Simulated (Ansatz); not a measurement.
Coupled-cluster diagnostics for Pb2O⁺, Ansatz.

Geometry of the doublet (PBE-D4/def2-TZVP):

```
atom   x (Å)   y (Å)   z (Å)
 Pb1   0.239   0.986   1.400
 Pb2   0.601  -1.018  -1.262
  O3  -0.840   0.032  -0.138
```

In the def2 sets Pb takes a core potential; there is no spin–orbit coupling. Correlated methods freeze 9 core orbitals; core or outer-core shells of Pb are correlated, in sets that lack core-valence functions. In CCSD on the charge 1 quartet the largest single amplitude is 0.18, so its Hartree–Fock determinant may place the open shell otherwise than the density functionals do. The structure comes from a short search, and lower isomers may exist.

Geometry of the charge 1 quartet (PBE-D4/def2-TZVP):

```xyz
3

Pb   -1.0379   -0.9626    0.9017
Pb    1.1885   -0.1900   -1.1697
O    -0.1506    1.1526    0.2680
```

Task: Estimate the CCSD(T) correlation energy, the shares of MP2 and (T), T1 and the reference's ⟨S²⟩ for: charge 1, doublet, own geometry in def2-TZVPP; charge 1, quartet, own geometry in def2-TZVPP; and the rough time on 4 threads of Arm Neoverse V1 on a shared host.

Result: 
```
                          state       basis  correlation (eV)  MP2 share (%)  (T) share (%)     T1  ⟨S²⟩ (pure)  wall time
charge 1, doublet, own geometry  def2-TZVPP           -26.352          103.9            3.4  0.024  0.76 (0.75)       31 s
charge 1, quartet, own geometry  def2-TZVPP           -24.758          101.7            2.8  0.030  3.79 (3.75)       29 s
```
Customary marks for T1 are 0.02 (closed shells), 0.045 (open shells) and about 0.05 (3d metals). T1 exceeds 0.02 in 2 of 2 rows and 0.045 in 0; the higher it lies, the less the single-reference result can be trusted.
